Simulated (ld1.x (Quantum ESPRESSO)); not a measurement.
Values are calculated unless marked as measured or tabulated.
Pseudopotentials across the periodic table

Generated with ld1.x 7.5 (TM, RRKJ, ultrasoft, PAW), atompaw 4.2 or ONCVPSP 4.0.1. The cutoff is in Ry: for ld1.x and atompaw files where the sum of valence levels is converged to 10 mRy in a Bessel basis, for ONCV files where the hardest occupied wave has 1 mHa per electron of residual kinetic energy. The error is the largest all-electron minus pseudo excitation energy over each file’s own four to seven test configurations (ionisations up to +4, promotions, holes and added fractions of an electron), all of which were solved. The labels leave out finer settings (local radius, basis sizes, second energies), which also bear on the numbers. Spin-polarised tests are not counted. The rows are a selection from randomly drawn settings: files with unsolved tests, undetermined cutoffs or missed reference levels are left out.

A true bound ghost makes a file unfit for plane-wave use even where its test errors are small: the radial tests pick states by their node count and pass the ghost by.

```tsv
element	potential	cutoff (Ry)	largest error (meV)	bound ghosts
O	RRKJ, LDA (PZ), scalar-relativistic, rc 0.70/1.70 (sp), local smoothed, core correction yes, reference 2s1.75 2p4.25	120	+454	none
K	TM, PBE, scalar-relativistic, rc 3.80/4.20/3.45 (spd), local p, core correction no, reference 4s1 4p0	6	+67	none
Ge	ultrasoft, revPBE, fully relativistic, rc 1.75/1.55/1.45 (spd), local smoothed, core correction no, reference 4s1.75 4p2.25	10	-34	p3/2, s, p1/2, d5/2, d3/2
Ag	PAW, LDA (PZ), scalar-relativistic, rc 1.60/1.90/1.40 (spd), local smoothed, core correction yes, reference 4s2 4p6 4d8 5s0 5p0	55	-24	none
```

(1) Fill in the row for Ne: PAW, LDA (PZ), scalar-relativistic, rc 0.50/1.35 (sp), local smoothed, core correction yes, reference 2s2 2p6.

(2) Fill in the row for O: TM, Wu–Cohen, scalar-relativistic, rc 0.60/1.65/1.55 (spd), local p, core correction yes, reference 2s2 2p3.

(3) Fill in the row for P: TM, PBE, scalar-relativistic, rc 1.50/1.80/1.60 (spd), local smoothed, core correction no, reference 3s2 3p3.

Results:

(1) cutoff 140 Ry, largest error -140 meV, bound ghosts: none.

(2) cutoff 200 Ry, largest error +2326 meV, bound ghosts: none.

(3) cutoff 21 Ry, largest error +234 meV, bound ghosts: none.
